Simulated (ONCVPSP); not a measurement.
## What one change does to a pseudopotential (Al (Z = 13), ONCV)

```json
{
  "Element": "Al",
  "Generator": "ONCVPSP 4.0.1",
  "Type": "optimised norm-conserving Vanderbilt (ONCV)",
  "Functional": "LDA (Perdew-Wang 92)",
  "Relativity": "scalar-relativistic",
  "Frozen core": "[Ne]",
  "Valence charge": "3",
  "Reference configuration": "3s2 3p1",
  "Partial waves": "3s: rc 2.30 bohr, ncon 5, nbas 9, qcut 3.6 1/bohr, 1 projector; 3p: rc 2.75 bohr, ncon 4, nbas 8, qcut 3.3 1/bohr, 2 projectors, debl 1.4 Ha",
  "Local potential": "polynomial inside 1.55 bohr (lpopt 5, dvloc0 0 Ha)",
  "Core correction": "Teter function, fcfact 3, rcfact 1.35"
}
```

Change: s: nproj 2.

Cutoffs: the cutoffs (Ha) at which the residual kinetic energy of the hardest occupied pseudo-wave falls to 1 and 0.1 mHa per electron; they do not see the model core or the augmentation charge, which bear on the density cutoff. Errors are all-electron minus pseudo energies relative to the spin-unpolarised reference configuration.

Q: How do hardness, ghosts and transferability respond?

A: The potential gets neither clearly harder nor softer (5.4 Ha and 11 Ha → 5.4 Ha and 11 Ha); of the 4 tests that both files solve, the error grows in 0 and shrinks in 3 by more than 15 % and 0.3 meV (median size 4.7 → 2.3 meV); the range in which the s phases agree widens (upper end 0.7 → 2.2); neither file shows a bound ghost.

```tsv
quantity	base	changed
cutoff, loose	5.4 Ha	5.4 Ha
cutoff, tight	11 Ha	11 Ha
bound ghosts	none	none
GHOST(+) flags under 300 eV	none	s at 100.5 eV
error for 3s2 3p0, meV [ΔE 5.84 eV]	+2.2	+0.3
error for 3s1 3p0, meV [ΔE 25.21 eV]	+33	+19
error for 3s2 3p0.5, meV [ΔE 2.12 eV]	+0.2	0.0
error for 3s1 3p1, meV [ΔE 11.66 eV]	+7.1	+4.4
s: phases at 2.33 bohr within 0.05 rad from the reference energy up to (Ha; the scan ends near 5)	0.7	2.2
p: phases at 2.79 bohr within 0.05 rad from the reference energy up to (Ha; the scan ends near 5)	3.8	3.8
rms error of d²Exc/dni dnj with the model core, mHa	1.12	1.12
```
